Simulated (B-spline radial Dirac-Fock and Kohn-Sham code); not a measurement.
# How the settings move the core levels of W³⁺

ΔSCF core binding energies without Breit or QED terms, calculated with a radial atomic solver. Keys: rel is the Hamiltonian (dirac, or spin-free x2c and nr, where L3 and M5 stand for the whole 2p and 3d shells), method is hf or an exchange,correlation pair (spin-unpolarised, also for the hole states), nuc the nuclear model, radius_factor scales its radius, rmax is the box in bohr, h the logarithmic mesh step, order the B-spline order, points the quadrature points per cell, c_factor scales the speed of light, and damp, ndamp, maxit and tol steer the iteration. The run stops when the commutator error falls below 10·tol·max(1, Z/10), or the numerical noise floor, and the energy has settled to about 1e-8 Ha; the virial ratio is −V/T.

Base input:

```json
{"items": [{"Z": 74, "q": 3, "cfg": [[1, 0, 2], [2, 0, 2], [2, 1, 6], [3, 0, 2], [3, 1, 6], [3, 2, 10], [4, 0, 2], [4, 1, 6], [4, 2, 10], [4, 3, 14], [5, 0, 2], [5, 1, 6], [5, 2, 3]], "A": 184, "rrms": 5.3658, "do": "settings", "holes": ["K", "L3", "M5"],
  "settings": [{"rel": "dirac", "method": "hf", "nuc": "fermi", "radius_factor": 1.0, "rmax": 45.0, "h": 0.3, "order": 8, "points": 10, "c_factor": 1.0, "maxit": 60, "damp": 0.5, "ndamp": 3, "tol": 1e-08}]}]}
```

The ground state converged in 10 iterations, with total energy -16154.48251 Ha, virial ratio 1.88821 and highest orbital energy -36.28 eV. ΔSCF binding energies: K (1s) 69909.3 eV, L3 (2p3/2) 10272.5 eV, M5 (3d5/2) 1850.2 eV.

Changes from the base run:

```csv
changed setting,Δ total energy (Ha),Δ K (eV),Δ L3 (eV),Δ M5 (eV),iterations
rel = "x2c"; c_factor = 0.9; tol = 1e-06,?,?,?,?,?
order = 6,+0.00101,0.00,0.00,0.00,10
rel = "x2c",+17.87655,-76.94,+404.33,+25.28,10
radius_factor = 0.8,-0.79217,+8.80,-0.05,-0.01,10
rmax = 80.0,0.00000,0.00,0.00,0.00,10
tol = 1e-06,0.00000,0.00,0.00,0.00,7
h = 0.22; c_factor = 0.9; tol = 1e-06,-249.67882,+1646.10,+6.80,-11.02,8
```

Q: What does the change rel = "x2c"; c_factor = 0.9; tol = 1e-06 do?

A: The total energy moves by -221.95493 Ha and the binding energies by K +1552.83 eV, L3 +519.05 eV, M5 +20.46 eV; the run takes 8 iterations.
